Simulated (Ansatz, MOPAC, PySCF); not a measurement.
Energy landscape of H₃ (cation, charge +1), singlet: symmetric bend, bond length relaxed. Scanned: H-H-H angle. Other coordinates (H-H bond length) were minimised at PBE0/def2-TZVP.

Cartesian coordinates as functions of the variables (Å; names that start with a are angles):
```
H  0  0  0
H  r*sin(a/2)  0  r*cos(a/2)
H  -r*sin(a/2)  0  r*cos(a/2)
```

Levels of theory: AM1, restricted, heats of formation (MOPAC); RHF/3-21G = PySCF 2.14.0 with restricted Hartree-Fock/3-21G; PM6, restricted, heats of formation (MOPAC); RKS-PBE/cc-pVTZ = restricted PBE/cc-pVTZ (Ansatz, an electronic-structure program); RHF/cc-pVTZ (Ansatz); FCI/cc-pVTZ = full CI/cc-pVTZ, frozen core (Ansatz).

Energies in kJ/mol, each method relative to its own lowest point.

```tsv
a / °	AM1	RHF/3-21G	PM6	RKS-PBE/cc-pVTZ	RHF/cc-pVTZ	FCI/cc-pVTZ
180	87.4	136.4	155.1	159.4	190.3	169.5
168.04	86.5	136.0	153.8	157.5	187.8	167.5
158.77	84.7	134.8	150.7	153.4	182.6	163.2
148.45	81.4	132.0	145.0	146.1	173.2	155.4
137.65	76.5	126.4	136.2	135.2	159.4	143.8
130.19	72.2	120.4	128.1	125.7	147.5	133.6
120.53	65.3	109.7	114.9	110.9	129.2	117.7
109.46	55.3	92.9	95.8	90.6	104.7	96.0
100.14	44.9	75.2	76.5	71.1	81.5	75.2
90.83	32.9	54.7	55.0	50.3	57.2	53.1
80.88	19.1	31.5	31.3	28.2	31.8	29.7
68.63	4.4	7.2	7.0	6.2	7.0	6.5
60	0.0	0.0	0.0	0.0	0.0	0.0
```

Order the methods in the basis of the full CI by their root-mean-square error against it, after the best constant shift.

RKS-PBE/cc-pVTZ 3.64, RHF/cc-pVTZ 7.41 (kJ/mol).
